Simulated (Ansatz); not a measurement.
The molecule Li₂-, multiplicity 2 (lowest of 2S+1 = 2, 4 at CCSD(T)/def2-TZVPP on PBE0 minima; our sources give no spin for the ground state, which may be another). The T1 diagnostic near the minimum is 0.151, so single-reference values are doubtful.

The constants come from a fifth-degree fit in 1/R (seven points, main isotopes). Runs in def2 and cc sets follow the lowest solution found near the PBE0 minimum.

Codes used: Ansatz (an electronic-structure program). Values without a source in brackets are computed.

```
level                 r_e (Å)  ω_e (cm⁻¹)  α_e (cm⁻¹)  ω_e x_e (cm⁻¹)
--------------------  -------  ----------  ----------  --------------
SVWN5/def2-TZVPP        3.088         214       0.010             2.7
PBE/def2-TZVPP          3.128         211      0.0092             2.5
r2SCAN/def2-TZVPP       3.205         201      0.0086             2.1
B97M-V/def2-TZVPP       3.129         193       0.014             3.9
B3LYP/def2-TZVPP        3.125         204       0.011             2.9
PBE0/def2-TZVPP         3.159         209      0.0085             2.2
BHLYP/def2-TZVPP        3.154         202      0.0099             2.5
CAM-B3LYP/def2-TZVPP    3.136         205      0.0098             2.4
wB97X-V/def2-TZVPP      3.194         204      0.0080             1.9
B2PLYP/def2-TZVPP       3.138         206      0.0097             2.4
CCSD/def2-TZVPP         3.141         215      0.0077             1.8
CCSD(T)/def2-TZVPP      3.128         217      0.0078             1.9
```

Correlated levels freeze the inner cores; with def2 sets outer-core shells near the valence are correlated too.

Doubts at one or more of the structures used: a spin-contaminated determinant (r2SCAN/def2-TZVPP, B2PLYP/def2-TZVPP, CCSD/def2-TZVPP, CCSD(T)/def2-TZVPP); T1 above 0.05 (CCSD/def2-TZVPP, CCSD(T)/def2-TZVPP).
